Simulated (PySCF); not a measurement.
H$_{6}$Cl$_{3}$NSi$_{3}$ (SMILES N[SiH2][SiH2][Si](Cl)(Cl)Cl), singlet, geometry from GFN2-xTB, atoms displaced at random by about 0.03 Å a coordinate; B3LYP/STO-3G, gradient by finite differences (PySCF).

Input for PySCF:
```python
from pyscf import gto, scf, dft

mol = gto.Mole()
mol.atom = '''
    Si    0.761742   -0.226398   -0.394170
    Cl    1.008633    1.479324   -1.528000
    Cl    2.602263   -1.179625   -0.466895
    Cl   -0.479723   -1.444244   -1.361770
    Si   -0.029552    0.178003    1.795999
    Si   -2.231242    0.803333    1.827171
    N    -2.761473    0.853526    0.195428
    H     0.179999   -1.046303    2.567888
    H     0.801922    1.194194    2.400155
    H    -3.049355   -0.067915    2.651269
    H    -2.533992    2.192691    2.260249
    H    -3.693906    1.196794   -0.029565
    H    -2.565473    0.115916   -0.377991
'''
mol.basis = 'sto-3g'
mol.charge = 0
mol.spin = 0
mol.verbose = 4
mol.build()

mf = dft.RKS(mol)
mf.xc = 'b3lyp'
mf.conv_tol = 1e-11
mf.kernel()
scan, done = mf.as_scanner(), []
scan.scf_summary = {}
def energy(d):
    c = mol.atom_coords()
    c[1, 1] += d
    e = scan(mol.set_geom_(c, unit='Bohr', inplace=False))
    done.append(scan.converged)
    return e
h = 1e-3
fd = (energy(h) - energy(-h)) / (2 * h)
print('dE/dx =', fd)
```

**Question.** Predict the main parts of the log of this PySCF run.

**Answer.** 
```
PySCF version 2.14.0

[INPUT] verbose = 4
[INPUT] num. atoms = 13
[INPUT] num. electrons = 106
[INPUT] charge = 0
[INPUT] spin (= nelec alpha-beta = 2S) = 0
[INPUT] symmetry False subgroup None
[INPUT] Mole.unit = angstrom
[INPUT] Symbol           X                Y                Z      unit          X                Y                Z       unit  Magmom
[...]
nuclear repulsion = 827.11927529757
number of shells = 39
number of NR pGTOs = 195
number of NR cGTOs = 65
basis = sto-3g
ecp = {}

******** <class 'pyscf.dft.rks.RKS'> ********
method = RKS
initial guess = minao
damping factor = 0
level_shift factor = 0
DIIS = <class 'pyscf.scf.diis.CDIIS'>
diis_start_cycle = 1
diis_space = 8
diis_damp = 0
SCF conv_tol = 1e-11
SCF conv_tol_grad = None
SCF max_cycles = 50
direct_scf = True
direct_scf_tol = 1e-13
XC library pyscf.dft.libxc version 7.1.2
    S. Lehtola, C. Steigemann, M. J. T. Oliveira, and M. A. L. Marques,  SoftwareX 7, 1–5 (2018)
XC functionals = b3lyp
    P. J. Stephens, F. J. Devlin, C. F. Chabalowski, and M. J. Frisch,  J. Phys. Chem. 98, 11623 (1994)
radial grids:
    Treutler-Ahlrichs [JCP 102, 346 (1995); DOI:10.1063/1.469408] (M4) radial grids

becke partition: Becke, JCP 88, 2547 (1988); DOI:10.1063/1.454033
pruning grids: <function nwchem_prune>
grids dens level: 3
symmetrized grids: False
atomic radii adjust function: <function treutler_atomic_radii_adjust>
small_rho_cutoff = 0
Set gradient conv threshold to 3.16228e-06
Initial guess from minao.
tot grids = 186936
init E= -2281.07652413786
[...]
cycle= 1 E= -2281.59684089875  delta_E= -0.52  |g|= 0.635  |ddm|= 4.23
[...]
cycle= 2 E= -2281.55259231832  delta_E= 0.0442  |g|= 0.754  |ddm|= 2.63
[...]
cycle= 3 E= -2281.76628964064  delta_E= -0.214  |g|= 0.0352  |ddm|= 1.61
[...]
cycle= 4 E= -2281.76663751504  delta_E= -0.000348  |g|= 0.0217  |ddm|= 0.106
[...]
cycle= 5 E= -2281.76681705066  delta_E= -0.00018  |g|= 0.00256  |ddm|= 0.0443
[...]
cycle= 6 E= -2281.76681977261  delta_E= -2.72e-06  |g|= 0.000809  |ddm|= 0.00732
[...]
cycle= 7 E= -2281.76682005201  delta_E= -2.79e-07  |g|= 7.09e-05  |ddm|= 0.00176
[...]
cycle= 8 E= -2281.76682005516  delta_E= -3.15e-09  |g|= 2.18e-05  |ddm|= 0.000297
[...]
cycle= 9 E= -2281.7668200554  delta_E= -2.41e-10  |g|= 4.56e-06  |ddm|= 6.92e-05
[...]
cycle= 10 E= -2281.7668200554  delta_E= 9.09e-13  |g|= 4.56e-07  |ddm|= 1.45e-05
[...]
Extra cycle  E= -2281.7668200554  delta_E= -5.46e-12  |g|= 2.04e-07  |ddm|= 1.73e-06
converged SCF energy = -2281.7668200554
Create scanner for <class 'pyscf.dft.rks.RKS'>

WARN: Mole.unit (angstrom) is changed to Bohr

New geometry
   1 Si     0.761742000000  -0.226398000000  -0.394170000000 AA    1.439483757578  -0.427830215149  -0.744873346520 Bohr
   2 Cl     1.008633000000   1.479853177211  -1.528000000000 AA    1.906040130198   2.796517209496  -2.887501518335 Bohr
   3 Cl     2.602263000000  -1.179625000000  -0.466895000000 AA    4.917564374089  -2.229168179690  -0.882303678929 Bohr
   4 Cl    -0.479723000000  -1.444244000000  -1.361770000000 AA   -0.906545085655  -2.729225617046  -2.573372344649 Bohr
   5 Si    -0.029552000000   0.178003000000   1.795999000000 AA   -0.055845186433   0.336376919351   3.393946229993 Bohr
   6 Si    -2.231242000000   0.803333000000   1.827171000000 AA   -4.216436297627   1.518079356825   3.452852772748 Bohr
   7 N     -2.761473000000   0.853526000000   0.195428000000 AA   -5.218427670381   1.612930380196   0.369305397072 Bohr
   8 H      0.179999000000  -1.046303000000   2.567888000000 AA    0.340148812696  -1.977226113311   4.852605038557 Bohr
   9 H      0.801922000000   1.194194000000   2.400155000000 AA    1.515412953263   2.256699599599   4.535635606505 Bohr
  10 H     -3.049355000000  -0.067915000000   2.651269000000 AA   -5.762445806573  -0.128340749750   5.010172292549 Bohr
  11 H     -2.533992000000   2.192691000000   2.260249000000 AA   -4.788550881839   4.143585465799   4.271251583322 Bohr
[...]
[...]
cycle= 3 E= -2281.76684136832  delta_E= -3.57e-09  |g|= 8.8e-06  |ddm|= 0.000203
[...]
cycle= 4 E= -2281.76684136835  delta_E= -2.96e-11  |g|= 2.23e-06  |ddm|= 2.59e-05
[...]
cycle= 5 E= -2281.76684136836  delta_E= -5e-12  |g|= 1.96e-07  |ddm|= 6.36e-06
[...]
Extra cycle  E= -2281.76684136837  delta_E= -1.64e-11  |g|= 1.68e-07  |ddm|= 6.34e-07
converged SCF energy = -2281.76684136837

WARN: Mole.unit (angstrom) is changed to Bohr

New geometry
   1 Si     0.761742000000  -0.226398000000  -0.394170000000 AA    1.439483757578  -0.427830215149  -0.744873346520 Bohr
   2 Cl     1.008633000000   1.478794822789  -1.528000000000 AA    1.906040130198   2.794517209496  -2.887501518335 Bohr
   3 Cl     2.602263000000  -1.179625000000  -0.466895000000 AA    4.917564374089  -2.229168179690  -0.882303678929 Bohr
   4 Cl    -0.479723000000  -1.444244000000  -1.361770000000 AA   -0.906545085655  -2.729225617046  -2.573372344649 Bohr
   5 Si    -0.029552000000   0.178003000000   1.795999000000 AA   -0.055845186433   0.336376919351   3.393946229993 Bohr
   6 Si    -2.231242000000   0.803333000000   1.827171000000 AA   -4.216436297627   1.518079356825   3.452852772748 Bohr
   7 N     -2.761473000000   0.853526000000   0.195428000000 AA   -5.218427670381   1.612930380196   0.369305397072 Bohr
   8 H      0.179999000000  -1.046303000000   2.567888000000 AA    0.340148812696  -1.977226113311   4.852605038557 Bohr
   9 H      0.801922000000   1.194194000000   2.400155000000 AA    1.515412953263   2.256699599599   4.535635606505 Bohr
  10 H     -3.049355000000  -0.067915000000   2.651269000000 AA   -5.762445806573  -0.128340749750   5.010172292549 Bohr
  11 H     -2.533992000000   2.192691000000   2.260249000000 AA   -4.788550881839   4.143585465799   4.271251583322 Bohr
  12 H     -3.693906000000   1.196794000000  -0.029565000000 AA   -6.980470669888   2.261612887523  -0.055869752873 Bohr
  13 H     -2.565473000000   0.115916000000  -0.377991000000 AA   -4.848041349966   0.219049493455  -0.714299467550 Bohr

******** <class 'pyscf.scf.hf.RKS_Scanner'> ********
method = RKS_Scanner
initial guess = minao
damping factor = 0
level_shift factor = 0
DIIS = <class 'pyscf.scf.diis.CDIIS'>
diis_start_cycle = 1
diis_space = 8
diis_damp = 0
SCF conv_tol = 1e-11
SCF conv_tol_grad = None
SCF max_cycles = 50
direct_scf = True
direct_scf_tol = 1e-13
XC library pyscf.dft.libxc version 7.1.2
    S. Lehtola, C. Steigemann, M. J. T. Oliveira, and M. A. L. Marques,  SoftwareX 7, 1–5 (2018)
XC functionals = b3lyp
    P. J. Stephens, F. J. Devlin, C. F. Chabalowski, and M. J. Frisch,  J. Phys. Chem. 98, 11623 (1994)
radial grids:
    Treutler-Ahlrichs [JCP 102, 346 (1995); DOI:10.1063/1.469408] (M4) radial grids

becke partition: Becke, JCP 88, 2547 (1988); DOI:10.1063/1.454033
pruning grids: <function nwchem_prune>
grids dens level: 3
symmetrized grids: False
atomic radii adjust function: <function treutler_atomic_radii_adjust>
small_rho_cutoff = 0
Set gradient conv threshold to 3.16228e-06
tot grids = 186936
init E= -2281.76682980925
[...]
cycle= 1 E= -2281.76679853593  delta_E= 3.13e-05  |g|= 0.000214  |ddm|= 0.00153
[...]
cycle= 2 E= -2281.76679854702  delta_E= -1.11e-08  |g|= 0.000176  |ddm|= 0.000958
[...]
cycle= 3 E= -2281.76679856127  delta_E= -1.42e-08  |g|= 1.76e-05  |ddm|= 0.000405
[...]
cycle= 4 E= -2281.76679856142  delta_E= -1.53e-10  |g|= 4.45e-06  |ddm|= 5.17e-05
[...]
cycle= 5 E= -2281.76679856141  delta_E= 1.64e-11  |g|= 3.93e-07  |ddm|= 1.27e-05
[...]
cycle= 6 E= -2281.76679856142  delta_E= -1e-11  |g|= 1.79e-07  |ddm|= 9.94e-07
[...]
cycle= 7 E= -2281.76679856144  delta_E= -2.36e-11  |g|= 1.91e-08  |ddm|= 3.44e-07
[...]
cycle= 8 E= -2281.76679856143  delta_E= 1.36e-11  |g|= 9.55e-09  |ddm|= 1.98e-08
[...]
cycle= 9 E= -2281.76679856142  delta_E= 6.37e-12  |g|= 6.15e-09  |ddm|= 7.36e-09
[...]
Extra cycle  E= -2281.76679856143  delta_E= -1e-11  |g|= 4.52e-09  |ddm|= 2.01e-08
converged SCF energy = -2281.76679856143
dE/dx = -0.02140347010026744
```
